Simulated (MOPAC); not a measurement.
MOPAC input (PM7):

```
PM7 1SCF GEO-OK AUX(PRECISION=9) THREADS=1
C2H8O2S2Si

C    -1.53920900 1   -1.57302800 1   -1.48755900 1
O    -0.79950800 1   -1.33771700 1   -0.29228500 1
Si   -0.02235100 1    0.05121100 1    0.06733000 1
S    -1.46219400 1    1.61693200 1   -0.10935600 1
S     0.83084300 1   -0.17035700 1    2.01124800 1
O     1.21009500 1    0.39696500 1   -0.94457400 1
C     2.39354700 1   -0.38446300 1   -1.08606200 1
H    -0.95995800 1   -1.29869900 1   -2.37237800 1
H    -1.77182100 1   -2.63616400 1   -1.52819000 1
H    -2.47180800 1   -1.00437100 1   -1.48579800 1
H    -0.57529700 1    2.58989100 1    0.15816200 1
H    -0.33642500 1   -0.50092100 1    2.58832300 1
H     2.92968600 1   -0.01677800 1   -1.95977900 1
H     3.03369400 1   -0.28304200 1   -0.20683400 1
H     2.15573100 1   -1.44109900 1   -1.22978600 1
```

From the output:

```
                                                       MOPAC v23.2.5 Linux

          FINAL HEAT OF FORMATION =       -158.25192 KCAL/MOL =    -662.12603 KJ/MOL

          COSMO AREA              =        172.99 SQUARE ANGSTROMS
          COSMO VOLUME            =        176.72 CUBIC ANGSTROMS

          IONIZATION POTENTIAL    =          9.041124 EV
          HOMO LUMO ENERGIES (EV) =         -9.041 -1.059
          NO. OF FILLED LEVELS    =         22
          MOLECULAR WEIGHT        =        156.2895         POINT GROUP:  C2

          MOLECULAR DIMENSIONS (Angstroms)

            Atom       Atom       Distance
            H    14    H    10     5.69795
            H     9    H    11     5.17337
            H    12    H    13     5.03923

          SCF CALCULATIONS        =          1

   ATOM   CHEMICAL          X               Y               Z
  NUMBER   SYMBOL      (ANGSTROMS)     (ANGSTROMS)     (ANGSTROMS)

     1       C         -1.53920900  *  -1.57302800  *  -1.48755900  *
     2       O         -0.79950800  *  -1.33771700  *  -0.29228500  *
     3      Si         -0.02235100  *   0.05121100  *   0.06733000  *
     4       S         -1.46219400  *   1.61693200  *  -0.10935600  *
     5       S          0.83084300  *  -0.17035700  *   2.01124800  *
     6       O          1.21009500  *   0.39696500  *  -0.94457400  *
     7       C          2.39354700  *  -0.38446300  *  -1.08606200  *
     8       H         -0.95995800  *  -1.29869900  *  -2.37237800  *
     9       H         -1.77182100  *  -2.63616400  *  -1.52819000  *
    10       H         -2.47180800  *  -1.00437100  *  -1.48579800  *
    11       H         -0.57529700  *   2.58989100  *   0.15816200  *
    12       H         -0.33642500  *  -0.50092100  *   2.58832300  *
    13       H          2.92968600  *  -0.01677800  *  -1.95977900  *
    14       H          3.03369400  *  -0.28304200  *  -0.20683400  *
    15       H          2.15573100  *  -1.44109900  *  -1.22978600  *

                             CARTESIAN COORDINATES

   1    C       -1.539209000    -1.573028000    -1.487559000
   2    O       -0.799508000    -1.337717000    -0.292285000
   3   Si       -0.022351000     0.051211000     0.067330000
   4    S       -1.462194000     1.616932000    -0.109356000
   5    S        0.830843000    -0.170357000     2.011248000
   6    O        1.210095000     0.396965000    -0.944574000
   7    C        2.393547000    -0.384463000    -1.086062000
   8    H       -0.959958000    -1.298699000    -2.372378000
   9    H       -1.771821000    -2.636164000    -1.528190000
  10    H       -2.471808000    -1.004371000    -1.485798000
  11    H       -0.575297000     2.589891000     0.158162000
  12    H       -0.336425000    -0.500921000     2.588323000
  13    H        2.929686000    -0.016778000    -1.959779000
  14    H        3.033694000    -0.283042000    -0.206834000
  15    H        2.155731000    -1.441099000    -1.229786000

           Empirical Formula: C2 H8 O2 Si S2  =    15 atoms

      MOLECULAR POINT GROUP   :   C2

                  EIGENVALUES
 -30.24129 -29.97575 -27.29904 -26.11166 -24.45440 -24.35239 -17.22722 -16.91415
 -15.94118 -15.94029 -15.41019 -15.00433 -13.44516 -13.31630 -12.43127 -11.79677
 -11.76716 -10.90941 -10.89665 -10.60020  -9.47773  -9.04112  -1.05920  -0.75079
  -0.44050  -0.28797  -0.23265  -0.00810   0.13226   0.13662   0.15471   0.16121
   0.37267   0.50436   0.63243   2.34326   3.28263   3.29796   3.88268   5.41656
   5.45851   5.46172   5.49418   5.99316   6.07152   6.20275  22.60256  22.72854
  23.13906  24.19391  24.59316

              NET ATOMIC CHARGES AND DIPOLE CONTRIBUTIONS

  ATOM NO.   TYPE          CHARGE      No. of ELECS.   s-Pop       p-Pop       d-Pop
    1          C          -0.101615        4.1016     1.06921     3.03240
    2          O          -0.495094        6.4951     1.76212     4.73298
    3         Si           0.437049        3.5630     0.72739     2.48511     0.35045
    4          S          -0.195727        6.1957     1.87219     4.22753     0.09601
    5          S          -0.195727        6.1957     1.87219     4.22753     0.09601
    6          O          -0.495094        6.4951     1.76212     4.73298
    7          C          -0.101616        4.1016     1.06921     3.03240
    8          H           0.127133        0.8729     0.87287
    9          H           0.139132        0.8609     0.86087
   10          H           0.129935        0.8701     0.87007
   11          H           0.177711        0.8223     0.82229
   12          H           0.177712        0.8223     0.82229
   13          H           0.139132        0.8609     0.86087
   14          H           0.129935        0.8701     0.87007
   15          H           0.127133        0.8729     0.87287
 DIPOLE           X         Y         Z       TOTAL
 POINT-CHG.     0.230    -0.526    -0.692     0.899
 HYBRID         0.123    -0.282    -0.371     0.482
 SUM            0.353    -0.808    -1.063     1.381

          ATOMIC ORBITAL ELECTRON POPULATIONS

     Atom    s        px        py        pz      x^2-y^2     xz        z^2       yz        xy
    1  C   1.06921   1.03026   1.12596   0.87619
    2  O   1.76212   1.68631   1.58295   1.46372
    3 Si   0.72739   0.80051   0.80614   0.87846   0.06876   0.07376   0.06768   0.05521   0.08504
    4  S   1.87219   1.23350   1.10081   1.89323   0.00138   0.00609   0.01923   0.00546   0.06384
    5  S   1.87219   1.22425   1.86611   1.13717   0.02695   0.04093   0.01385   0.00260   0.01168
    6  O   1.76212   1.40017   1.62143   1.71137
    7  C   1.06921   0.85866   1.03719   1.13655
    8  H   0.87287
    9  H   0.86087
   10  H   0.87007
   11  H   0.82229
   12  H   0.82229
   13  H   0.86087
   14  H   0.87007
   15  H   0.87287

 **********************
 *                    *
 * JOB ENDED NORMALLY *
 *                    *
 **********************

 == MOPAC DONE ==
```

The geometry given is a B3LYP-D3(BJ)/def2-TZVP minimum.
